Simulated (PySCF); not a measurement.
# N+: ionisation energy

N+ [He] 2s2 2p2 (3P) → N(2+) [He] 2s2 2p1 (2P), as a difference of total energies. Calculation: PySCF 2.14, in aug-cc-pwCVDZ (5s4p2d, 27 functions); no relativity, point nucleus. Correlated levels: valence: 1s2 frozen; valence and next inner shell: nothing frozen. The calculations carry no spin-orbit coupling.

```json
{"method": "UHF", "ionisation energy (eV)": "29.169", "difference from reference (eV)": "-0.432"}
{"method": "LDA", "ionisation energy (eV)": "30.028", "difference from reference (eV)": "+0.427"}
{"method": "PBE", "ionisation energy (eV)": "29.885", "difference from reference (eV)": "+0.284"}
{"method": "PBE0", "ionisation energy (eV)": "29.888", "difference from reference (eV)": "+0.287"}
{"method": "r2SCAN", "ionisation energy (eV)": "30.111", "difference from reference (eV)": "+0.510"}
{"method": "M06-L", "ionisation energy (eV)": "29.815", "difference from reference (eV)": "+0.214"}
{"method": "CAM-B3LYP", "ionisation energy (eV)": "29.991", "difference from reference (eV)": "+0.390"}
{"method": "M06-2X", "ionisation energy (eV)": "29.685", "difference from reference (eV)": "+0.084"}
{"method": "r2SCANh", "ionisation energy (eV)": "30.088", "difference from reference (eV)": "+0.487"}
{"method": "MP2 (valence)", "ionisation energy (eV)": "29.428", "difference from reference (eV)": "-0.173"}
{"method": "SCS-MP2 (valence)", "ionisation energy (eV)": "29.314", "difference from reference (eV)": "-0.287"}
{"method": "MP2 (valence and next inner shell)", "ionisation energy (eV)": "29.439", "difference from reference (eV)": "-0.162"}
{"method": "SCS-MP2 (valence and next inner shell)", "ionisation energy (eV)": "29.318", "difference from reference (eV)": "-0.283"}
```

Reference: 29.601 eV (semi-empirical (NIST evaluation); NIST Atomic Spectra Database, ionization energies).

Errors of the correlated levels include the incompleteness of this basis and the frozen core.
